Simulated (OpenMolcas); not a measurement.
Ni3+ in a ligand field

Ni3+ with 4 ligands (bromide) in tetrahedral coordination (Td) at 2.38 Å. A charge of +0.25 e stands 2.6 Å behind each ligand. Ligand basis ANO-RCC-VDZP.
```
Ni    0.0000    0.0000    0.0000
Br    1.3741    1.3741    1.3741
Br    1.3741   -1.3741   -1.3741
Br   -1.3741    1.3741   -1.3741
Br   -1.3741   -1.3741    1.3741
```

```json
{
  "Program": "OpenMolcas 26.06",
  "Method": "CASSCF",
  "Basis": "ANO-RCC-VDZP [5s4p2d1f]",
  "Scalar Hamiltonian": "DKH2, point nucleus",
  "Active space": "7 electrons in 5 orbitals (3d)",
  "State averaging": "2S+1 = 4 even, 10 roots; 2S+1 = 2 even, 40 roots",
  "Spin-orbit coupling": "RASSI with atomic mean-field integrals over the reference wave functions"
}
```

The lowest spin-free states (labels of Td), above the lowest:

| State | Degeneracy | E (cm-1) |
| --- | --- | --- |
| 4A2 | 1 | 0.0 |
| 4T2 | 3 | 3219 |
| 4T1 | 3 | 6365 |
| 2S+1 = 2 | 3 | 18492 |
| 2A1 | 1 | 18685 |
| 2E | 2 | 18859 |
| 4T1 | 3 | 20891 |
| 2S+1 = 2 | 3 | 21599 |
| 2S+1 = 2 | 3 | 23596 |
| 2S+1 = 2 | 3 | 23654 |
| 2E | 2 | 24071 |
| 2S+1 = 2 | 3 | 27112 |
| 2S+1 = 2 | 3 | 28378 |
| 2S+1 = 2 | 3 | 30711 |
| 2E | 2 | 34410 |
| 2A2 | 1 | 37368 |
| 2S+1 = 2 | 3 | 39522 |
| 2S+1 = 2 | 3 | 41556 |
| 2E | 2 | 57686 |
| 2T2 | 3 | 61964 |

The lowest levels with spin-orbit coupling:

```json
{"E (cm-1)": "0.0", "Degeneracy": "4", "Label": "Γ8", "2S+1": "4", "g": ""}
{"E (cm-1)": "3135", "Degeneracy": "4", "Label": "Γ8", "2S+1": "4", "g": ""}
{"E (cm-1)": "3285", "Degeneracy": "2", "Label": "", "2S+1": "4", "g": "1.67 1.67 1.67"}
{"E (cm-1)": "3550", "Degeneracy": "2", "Label": "", "2S+1": "4", "g": "3.41 3.41 3.41"}
{"E (cm-1)": "3567", "Degeneracy": "4", "Label": "Γ8", "2S+1": "4", "g": ""}
{"E (cm-1)": "5926", "Degeneracy": "2", "Label": "", "2S+1": "4", "g": "3.56 3.56 3.56"}
{"E (cm-1)": "6391", "Degeneracy": "4", "Label": "Γ8", "2S+1": "4", "g": ""}
{"E (cm-1)": "6976", "Degeneracy": "2", "Label": "", "2S+1": "4", "g": "1.52 1.52 1.52"}
{"E (cm-1)": "7095", "Degeneracy": "4", "Label": "Γ8", "2S+1": "4", "g": ""}
{"E (cm-1)": "18138", "Degeneracy": "2", "Label": "", "2S+1": "2", "g": "2.25 2.25 2.25"}
{"E (cm-1)": "18553", "Degeneracy": "4", "Label": "Γ8", "2S+1": "2", "g": ""}
{"E (cm-1)": "19238", "Degeneracy": "4", "Label": "Γ8", "2S+1": "2", "g": ""}
{"E (cm-1)": "19250", "Degeneracy": "2", "Label": "", "2S+1": "2", "g": "0.38 0.38 0.38"}
{"E (cm-1)": "20759", "Degeneracy": "4", "Label": "Γ8", "2S+1": "4", "g": ""}
{"E (cm-1)": "20766", "Degeneracy": "2", "Label": "", "2S+1": "4", "g": "2.54 2.54 2.54"}
{"E (cm-1)": "21151", "Degeneracy": "4", "Label": "Γ8", "2S+1": "4", "g": ""}
{"E (cm-1)": "21564", "Degeneracy": "2", "Label": "", "2S+1": "4", "g": "2.65 2.65 2.65"}
{"E (cm-1)": "21700", "Degeneracy": "4", "Label": "Γ8", "2S+1": "2", "g": ""}
{"E (cm-1)": "21912", "Degeneracy": "2", "Label": "", "2S+1": "2", "g": "0.90 0.90 0.90"}
{"E (cm-1)": "23689", "Degeneracy": "2", "Label": "", "2S+1": "2", "g": "2.06 2.06 2.06"}
```

Electric-dipole absorption from the lowest level at this geometry, strongest bands:

```
E (cm-1)  λ (nm)  Label         f
    3135    3190     Γ8  1.47e-05
    3567    2800     Γ8  8.28e-06
    5926    1690         4.99e-05
    6391    1560     Γ8  1.15e-04
    6976    1430         7.48e-05
    7095    1410     Γ8  1.37e-04
   20759     482     Γ8  1.64e-03
   20766     482         8.52e-04
   21151     473     Γ8  7.01e-04
   21564     464         2.01e-04
   21700     461     Γ8  1.28e-05
   21912     456         9.66e-06
   23712     422     Γ8  1.89e-05
   23805     420     Γ8  1.11e-05
   27519     363     Γ8  1.04e-05
   62375     160         8.07e-06
```

Powder χT (cm3 K/mol): 2.67 at 2 K, 2.68 at 10 K, 2.69 at 50 K, 2.72 at 100 K, 2.76 at 200 K, 2.81 at 300 K. The effective moment at 300 K is 2.828 √(χT) = 4.74 μB.

The lowest level has 2S+1 = 4, for which the spin-only value is χT = S(S+1) / 2 = 1.875 cm3 K/mol (g = 2). The computed 2.808 at 300 K differs by +0.933, through orbital momentum, spin-orbit coupling and any other state in reach.

Metal share of the active 3d orbitals (Löwdin): 83, 83, 83, 94, 94 %; Mulliken charge of the metal 0.71.

Without dynamic correlation the repulsion within the d shell is too large (B by tens of per cent), so at a given field states of lower spin stand too high. The least metal-like active orbital is 83 % on the metal (Löwdin) and no ligand orbital is active, so the numbers are rough. Ligand-to-metal charge-transfer states are missing. This ion would oxidise such ligands; the complex is a model and need not exist. With no ligand orbital active B as a rule stays too high, so bands that hang on it stand too high and its fall with covalency is understated. With metal d orbitals alone and no dynamic correlation the field as a rule comes out too small, by tens of per cent, by up to half for chloride and softer ligands, and the orbital part of g and χT, which goes as 1/10Dq, too large. No measured value stands beside these numbers; the geometry was imposed, not optimised, and the real ion may take another.

The RASSCF and RASSI steps took 72 s on 1 thread of Arm Neoverse V2, with other jobs on the host; the integral step is not counted.

A state without a sure symmetry label is named by its multiplicity alone.
